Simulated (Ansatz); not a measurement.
Relaxation of a periodic cell of 20 atoms, Cl (packed as 10 Cl2, density as packed 1.21 g/cm³ with natural masses), to a largest force component of 0.3 eV/Å in at most 15 steps.

The calculation used DFT PBE-D3(BJ), scalar-relativistic, plane waves, PAW in Ansatz. Settings: cutoff 420 eV, k mesh 1x1x1, fermi-dirac smearing 0.05 eV, no spin polarisation.

```xyz
20
Lattice="9.9160 0.0000 0.0000 0.0000 9.9160 0.0000 0.0000 0.0000 9.9160" Properties=species:S:1:pos:R:3
Cl 7.577 -0.057 5.296
Cl 9.179 0.087 6.510
Cl 5.977 5.895 2.886
Cl 6.939 4.948 1.391
Cl 2.301 4.865 4.407
Cl 1.917 4.349 2.497
Cl 4.727 9.481 8.976
Cl 5.035 9.124 7.017
Cl 2.028 5.197 9.077
Cl 1.584 6.653 10.398
Cl 4.948 3.902 7.346
Cl 4.446 2.180 6.429
Cl 8.893 8.267 1.490
Cl 8.259 9.365 -0.075
Cl 2.799 1.162 3.412
Cl 2.928 1.455 1.422
Cl 7.689 2.989 5.647
Cl 9.584 3.415 5.111
Cl 8.611 6.602 6.967
Cl 10.267 7.097 5.930
```

Task: Where does it end, and by what steps?

Result: It converged. The threshold is loose, so the end isn't yet a minimum. The force dipped under the threshold on the way, but the program's further checks kept it going. Limits of this set-up: coarse k mesh. After 10 steps the energy has fallen by 1.039 eV; Cl17 moved furthest, 1.27 Å.

| step | energy less start (eV) | largest force component (eV/Å) | accepted |
| --- | --- | --- | --- |
| 0 | 0.0000 | 0.537 | yes |
| 1 | -0.3823 | 0.276 | yes |
| 2 | -0.5727 | 0.359 | yes |
| 3 | -0.6748 | 0.384 | yes |
| 4 | -0.7632 | 0.368 | yes |
| 5 | -0.8239 | 0.416 | yes |
| 6 | -0.8623 | 0.455 | yes |
| 7 | -0.9319 | 0.304 | yes |
| 8 | -0.9823 | 0.123 | yes |
| 9 | -1.0158 | 0.175 | yes |
| 10 | -1.0392 | 0.242 | yes |

```xyz
20
Lattice="9.9160 0.0000 0.0000 0.0000 9.9160 0.0000 0.0000 0.0000 9.9160" Properties=species:S:1:pos:R:3
Cl 7.442 -0.209 5.121
Cl 8.280 0.636 6.736
Cl 5.880 6.816 2.595
Cl 6.859 5.691 1.256
Cl 2.646 4.132 4.392
Cl 2.827 4.260 2.382
Cl 4.218 8.862 9.248
Cl 4.784 8.904 7.287
Cl 2.387 5.301 9.363
Cl 1.133 6.625 10.257
Cl 4.650 4.066 7.544
Cl 4.766 2.061 7.260
Cl 9.199 8.666 1.483
Cl 8.462 9.259 -0.296
Cl 2.914 0.162 3.552
Cl 2.917 0.234 1.539
Cl 7.469 3.762 4.662
Cl 9.495 3.879 4.543
Cl 8.814 6.593 6.987
Cl 10.547 7.275 6.223
```

Time of the run: 63 s on 1 thread of Arm Neoverse V1, on a shared host, peak memory 0.67 GiB.
